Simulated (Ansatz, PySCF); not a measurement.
SiCl3I, SMILES Cl[Si](Cl)(Cl)I. Atoms are numbered in the order given.

```xyz
5

Cl     1.6603    -0.9586     1.4834
Si     0.0000     0.0000     0.7822
Cl    -1.6603    -0.9586     1.4835
Cl     0.0000     1.9171     1.4835
I      0.0000     0.0000    -1.6349
```
Charge 0, spin multiplicity 1.

Geometry: PBE0-D3(BJ)/def2-SVP. The def2 effective core potentials stand for the cores of I; spin–orbit coupling is left out.

Two levels are set side by side: PBE-D3(BJ)/def2-SVP (Ansatz, a first-principles code) and PBE0-D3(BJ)/def2-SVP (Ansatz). Each level has its own optimised geometry; the coordinates shown are those of the second. Frequencies come from the Hessian of PySCF at each geometry. Differences are taken from unrounded values.

```json
[
 {"quantity": "mean bond length (Å)", "PBE0-D3(BJ)": "2.135", "PBE-D3(BJ)": "2.154", "PBE-D3(BJ) minus PBE0-D3(BJ)": "0.018"},
 {"quantity": "bond Cl1–Si2 (Å)", "PBE0-D3(BJ)": "2.041", "PBE-D3(BJ)": "2.058", "PBE-D3(BJ) minus PBE0-D3(BJ)": "0.017"},
 {"quantity": "bond Si2–Cl3 (Å)", "PBE0-D3(BJ)": "2.041", "PBE-D3(BJ)": "2.058", "PBE-D3(BJ) minus PBE0-D3(BJ)": "0.017"},
 {"quantity": "bond Si2–Cl4 (Å)", "PBE0-D3(BJ)": "2.041", "PBE-D3(BJ)": "2.058", "PBE-D3(BJ) minus PBE0-D3(BJ)": "0.017"},
 {"quantity": "bond Si2–I5 (Å)", "PBE0-D3(BJ)": "2.417", "PBE-D3(BJ)": "2.440", "PBE-D3(BJ) minus PBE0-D3(BJ)": "0.023"},
 {"quantity": "highest harmonic wavenumber (cm⁻¹)", "PBE0-D3(BJ)": "626", "PBE-D3(BJ)": "602", "PBE-D3(BJ) minus PBE0-D3(BJ)": "-25"},
 {"quantity": "mean harmonic wavenumber (cm⁻¹)", "PBE0-D3(BJ)": "323", "PBE-D3(BJ)": "309", "PBE-D3(BJ) minus PBE0-D3(BJ)": "-14"},
 {"quantity": "zero-point energy (kcal/mol)", "PBE0-D3(BJ)": "4.15", "PBE-D3(BJ)": "3.98", "PBE-D3(BJ) minus PBE0-D3(BJ)": "-0.17"}
]
```

GGA bonds tend to be longer and softer than those of functionals with exact exchange. Differences between two approximate levels are no errors against the true value.
